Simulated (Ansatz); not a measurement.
Z-matrix (Å, degrees):
```
Ge
C 1 1.931
C 1 1.909 2 40.2
H 1 1.534 2 120.6 3 -103.0
H 1 1.534 2 120.6 3 103.0
Cl 2 1.696 1 152.7 3 180.0
F 3 1.316 1 152.8 2 -180.0
```

Total charge 0; spin multiplicity 1.

**Question.** List the r2SCAN/def2-TZVPP orbital energies in eV (Ansatz). (Best estimate.)

**Answer.** Computed: Occupied: -10834.88, -2754.02, -1349.96, -1200.04, -1199.99, -1199.99, -667.40, -275.80, -274.93, -255.35, -193.97, -193.73, -193.71, -168.17, -117.93, -117.84, -117.80, -33.05, -31.21, -31.16, -31.11, -31.11, -31.08, -23.12, -20.60, -15.50, -14.23, -12.79, -12.26, -12.02, -9.93, -9.75, -9.10, -7.60, -7.12, -6.58. Lowest empty: -1.49, -0.69, -0.30, 0.22, 1.25, 2.36, 2.58, 4.25.
